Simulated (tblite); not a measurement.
C₅H₇ClO.
Bonds: C1–C2, C2–C3, C2–C4, C4–Cl5, C4–C6 (double), C6–O7 (double). Hydrogens: H8, H9, H10 on C1; H11 on C2; H12, H13, H14 on C3.

Computed with GFN2-xTB (tblite), gas phase: L-BFGS steps from a force-field or distance-geometry start until the largest atomic force falls under 0.01 eV/Å.

Step 42: E = -621.9107 eV
```
atom  x, y, z in Å  |  force x, y, z in eV/Å
C1     -0.3876    1.4928    0.0123   -0.034   0.069   0.011
C2     -0.0477    0.0582   -0.3873   -0.010   0.072   0.051
C3     -1.2595   -0.8541   -0.2109    0.000  -0.030  -0.005
C4      1.1044   -0.4539    0.4435    0.005   0.045   0.034
Cl5     0.9270   -0.4831    2.1909   -0.042  -0.001  -0.043
C6      2.2399   -0.8730   -0.0203    0.112  -0.025  -0.060
O7      3.2567   -1.2463   -0.4514   -0.067   0.013   0.019
H8      0.4904    2.1317   -0.0384    0.025  -0.022   0.010
H9     -0.7825    1.5155    1.0244    0.062   0.008   0.036
H10    -1.1433    1.9013   -0.6521   -0.042  -0.029  -0.062
H11     0.2748    0.0466   -1.4347    0.021  -0.059   0.046
H12    -0.9845   -1.8875   -0.4002   -0.016  -0.054  -0.018
H13    -1.6400   -0.7748    0.8046    0.009  -0.027  -0.013
H14    -2.0487   -0.5740   -0.9024   -0.023   0.041  -0.006
```

Step 43: E = -621.9125 eV
```
atom  x, y, z in Å  |  force x, y, z in eV/Å
C1     -0.3885    1.4981    0.0158   -0.016  -0.005  -0.035
C2     -0.0491    0.0621   -0.3829    0.022   0.007   0.032
C3     -1.2604   -0.8539   -0.2136    0.015  -0.012   0.002
C4      1.1049   -0.4524    0.4445    0.017   0.042   0.032
Cl5     0.9283   -0.4869    2.1910   -0.044   0.000  -0.014
C6      2.2404   -0.8745   -0.0182    0.023   0.008  -0.050
O7      3.2560   -1.2494   -0.4492   -0.021  -0.002   0.007
H8      0.4868    2.1387   -0.0590    0.013  -0.017   0.022
H9     -0.7604    1.5227    1.0373    0.045   0.024  -0.007
H10    -1.1577    1.8938   -0.6420   -0.034  -0.016  -0.005
H11     0.2751    0.0436   -1.4300    0.011  -0.013   0.046
H12    -0.9827   -1.8870   -0.3989    0.005  -0.064  -0.031
H13    -1.6517   -0.7788    0.7976    0.007   0.003   0.003
H14    -2.0417   -0.5766   -0.9146   -0.043   0.045  -0.002
```

Question: Estimate the geometry and energy of step 44. (The exact step hangs on the optimiser's Hessian estimate; all steps are aligned on step 43, rigid shifts and turns removed.)

Answer: E = -621.9131 eV, largest force 0.060 eV/Å
```
atom  x, y, z in Å  |  force x, y, z in eV/Å
C1     -0.3896    1.4995    0.0163    0.007  -0.034  -0.044
C2     -0.0487    0.0635   -0.3807    0.021  -0.026   0.013
C3     -1.2602   -0.8535   -0.2145    0.010  -0.011   0.000
C4      1.1059   -0.4511    0.4456    0.023   0.036   0.019
Cl5     0.9284   -0.4880    2.1911   -0.040  -0.001   0.004
C6      2.2407   -0.8745   -0.0188   -0.015   0.020  -0.023
O7      3.2559   -1.2505   -0.4490    0.001  -0.008  -0.007
H8      0.4850    2.1402   -0.0641    0.008  -0.007   0.017
H9     -0.7540    1.5237    1.0402    0.028   0.034  -0.006
H10    -1.1627    1.8899   -0.6400   -0.032  -0.005   0.010
H11     0.2767    0.0417   -1.4272    0.010   0.005   0.031
H12    -0.9837   -1.8873   -0.3992    0.011  -0.049  -0.032
H13    -1.6542   -0.7789    0.7953    0.003   0.006   0.013
H14    -2.0399   -0.5750   -0.9174   -0.035   0.040   0.005
```

The energy changes by -0.0006 eV. The first-order estimate −F·Δx gives -0.0007 eV and the mean of the old and new forces, exact on a quadratic surface, -0.0006 eV. The step makes an angle of 71° with the force vector and moves no atom by more than 0.007 Å.

Hardware: one thread of an Arm Neoverse V2, on a shared host.
